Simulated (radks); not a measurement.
Cu3+, configuration [Ar] 3d7.75 4p0.25 (fractional occupations, a model configuration). All-electron calculation, scalar-relativistic Kohn-Sham, PBE, spin-unpolarised, spherical densities, finite nucleus; Fermi nuclear charge, rms radius 3.8823 fm. Program: a radial shooting solver on a logarithmic mesh with Libxc functionals. Some entries of the table are withheld. Estimate them.

orbital  occ.  eigenvalue (eV)  <r^2> (bohr^2)  r(max) (bohr)
1s          2        -8900.442        0.003656        0.03411
2s          2        -1112.699         0.06527         0.1966
2p          6        -967.1189         0.05228         0.1582
3s          2        -163.2348          0.5714         0.6113
3p          6        -120.2923          0.6339         0.6160
3d       7.75              (1)             (2)         0.5854
4s          0              (3)             (4)            (5)
4p       0.25         -26.9069           6.407          2.083
4d          0         -15.7317           12.66          2.966

Answer. 
(1) 3d eigenvalue (eV): -51.2225
(2) 3d <r^2> (bohr^2): 0.9056
(3) 4s eigenvalue (eV): -35.4551
(4) 4s <r^2> (bohr^2): 4.762
(5) 4s r(max) (bohr): 1.811
